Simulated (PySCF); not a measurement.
The numbers are results of PBE-D3(BJ)/def2-TZVP // B3LYP-D3(BJ)/def2-TZVP run with PySCF, not measurements. All species are isolated molecules in the gas phase. Delta-SCF ions had no search for a lower state. Excitations are Tamm–Dancoff values on a coarser integration grid. The basis has no diffuse functions, so Rydberg states are missing or too high.

Reference species (SMILES): `C#CNC#C` (neutral, multiplicity 1).

The S1 excitation (TDA) is 4.68 eV and the vertical ionisation energy (Delta-SCF) comes out as 8.34 eV.

Changed species: `C(#N)C1=CC1`.

Question: What does the change do to the S1 excitation (TDA) and vertical ionisation energy (Delta-SCF)?

Answer: the S1 excitation (TDA) increases by 0.43 eV, to 5.11 eV; the vertical ionisation energy (Delta-SCF) goes up by 1.76 eV, to 10.10 eV.
